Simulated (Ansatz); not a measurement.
Reaction (β-hydride elimination): `COBCCl` → `BCCl` + `C=O`

Calculated with Ansatz (gas phase, PBE0-D4/def2-TZVP geometries, no zero-point term in ΔE). CBS: MP2 limit from def2 TZ/QZ plus the TZ coupled-cluster correction, frozen cores. This one scheme is used for every species. One conformer a species, not always the lowest.

```csv
species,CCSD(T)/CBS(def2) energy (Eh)
`COBCCl`,-639.49764
`BCCl`,-525.00385
`C=O`,-114.39408
```

Problem. Work out ΔE.

Solution. ΔE = (-525.00385) + (-114.39408) − (-639.49764) = 0.09971 Eh = +261.8 kJ/mol.

Largest T1 diagnostic among the species: 0.015.

From PBE to PBE0 (25 % exact exchange), in def2-TZVPP and without D4, ΔE moves by +10.1 kJ/mol. The D4 term adds +10.0 kJ/mol with B3LYP and +5.6 kJ/mol with PBE0; it sums over pairs of atoms, weighted by their polarisabilities, and B3LYP, whose exchange is more repulsive, gets the larger term. In def2-TZVPP, CCSD(T) changes the Hartree–Fock value by +26.6 kJ/mol (the triples alone add +1.8 kJ/mol) and MP2 by +33.4 kJ/mol.

B3LYP here is the variant with VWN-RPA as its local correlation; programs differ in this.
